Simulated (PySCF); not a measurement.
SMILES CC(C)(C)C[SiH3] (C5H14Si) at its GFN2-xTB optimised geometry (Å):

```
20

C      1.3821    -0.1048     0.0000
C     -0.1468    -0.1048     0.0000
C     -0.6397    -0.8053     1.2725
C     -0.6559     1.3365     0.0000
C     -0.6843    -0.8675    -1.2187
Si    -0.3355    -0.1685    -2.9537
H      1.7650    -1.1232    -0.0247
H      1.7611     0.3804     0.8975
H      1.7690     0.4285    -0.8643
H     -1.7271    -0.7994     1.3178
H     -0.3026    -1.8398     1.2965
H     -0.2595    -0.3025     2.1595
H     -0.2475     1.8887    -0.8429
H     -1.7417     1.3588    -0.0676
H     -0.3599     1.8438     0.9163
H     -0.2954    -1.8887    -1.1787
H     -1.7690    -0.9580    -1.1117
H     -1.0304     1.1035    -3.1650
H     -0.8424    -1.1432    -3.9241
H      1.0970     0.0212    -3.1930
```

Level of theory: B3LYP/def2-SVP (PySCF).

Map of the HOMO amplitude (bohr^(-3/2)) on the plane z = 0.6 Å; orbital energy -8.08 eV, overall sign arbitrary:

```
|8888888888888888888888888|
|8888888888888888888888888|
|8888888888888888888888888|
|8888888888888888888888888|
|8888888888888888888888888|
|8888888888888888888888888|
|8888888888888888888888888|
|8888888888898888888888888|
|8888888899999988888888888|
|8888888899999998888888888|
|8888888888988999988888888|
|8888888887667899998888888|
|8888888875324689998888888|
|8888888764102589998888888|
|8888888763002589998888888|
|8888888875334688998888888|
|8888888877656788888888888|
|8888888888777888888888888|
|8888888888888888888888888|
|8888888888888888888888888|
|8888888888888888888888888|
|8888888888888888888888888|
|8888888888888888888888888|
|8888888888888888888888888|
|8888888888888888888888888|
```
Scale: ten equal steps from -0.173 (start of '0') to 0.029 (end of '9'), in the order '0123456789'; x runs from -4.00 to 4.00, y from -4.00 (bottom) to 4.00 (top).
